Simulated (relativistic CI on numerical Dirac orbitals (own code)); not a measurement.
Yb61+: sensitivity of the levels to the model

Base calculation: Dirac-Coulomb-Breit CI, KLI orbitals optimised for each configuration, a model potential for QED, unscaled Slater integrals.

CI space (outside the closed core 1s2): 2s2.2p5, 2s.2p6, 2p6.3s, 2p6.3p, 2s2.2p4.3s, 2p6.3d, 2s2.2p4.3p, 2s2.2p4.3d, 2s.2p5.3s, 2s.2p5.3p, 2s.2p5.3d, 2s2.2p4.4s, 2s2.2p4.4p, 2s2.2p4.4d, 2s2.2p4.4f, 2s2.2p3.3s2, 2s.2p5.4s, 2s2.2p3.3s.3p, 2s.2p5.4p, 2s2.2p4.5s, 2s.2p5.4d, 2s.2p5.4f, 2s2.2p4.5p, 2s2.2p3.3s.3d, 2s2.2p4.5d, 2s2.2p3.3p2, 2s2.2p4.5f, 2s2.2p4.5g, 2s2.2p3.3p.3d, 2s.2p4.3s2, 2s2.2p3.3d2, 2s.2p4.3s.3p, 2s.2p4.3s.3d, 2s.2p4.3p2, 2s.2p5.5s, 2s.2p4.3p.3d. Levels of other configurations are missing.

Variants: (1) configuration mixing switched off. Shifts of the energy above 2s2.2p5 2P°_3/2, in eV, for the lowest level and the first level of each name with at least 55 % of one term (blank where a level changes its place among those of its configuration and J or its character, or is not in the variant):

| Level | Base | Δ(1) |
| --- | --- | --- |
| 2s2.2p5 2P°_3/2 | 0.00 | 0.00 |
| 2s2.2p5 2P°_1/2 | 1077.08 | -0.20 |
| 2s.2p6 2S_1/2 | 1518.11 | +0.33 |
| 2s2.2p4.3s 4P_5/2 | 7530.81 | +0.15 |
| 2s2.2p4.3s 2P_3/2 | 7541.12 | +0.21 |
| 2s2.2p4.3s 2S_1/2 | 7591.04 | +2.37 |
| 2s2.2p4.3p 2P°_1/2 | 7713.12 | +2.15 |
| 2s2.2p4.3p 4D°_7/2 | 7957.07 | -0.34 |
| 2s2.2p4.3d 2D_3/2 | 8152.94 | +1.47 |
| 2s2.2p4.3d 4F_9/2 | 8165.94 | -1.10 |
| 2s2.2p4.3d 2P_1/2 | 8179.19 | -1.13 |
| 2s2.2p4.3s 4P_3/2 | 8612.21 | +0.40 |
| 2s2.2p4.3s 2P_1/2 | 8621.31 | +0.42 |
| 2s2.2p4.3s 2D_5/2 | 8632.37 | +0.15 |

At this charge energies of transitions that change n are usually good to better than 1 %, and those within a shell (Δn = 0) to a few per cent.

Ionisation energy from the two ground configurations alone: base 14091.3 eV. The NIST ASD value (theoretical) is 14093 eV.

LS names give the leading component of a level, which can be under half, so a name can repeat, a term be missing and a line seem to break the LS rules.
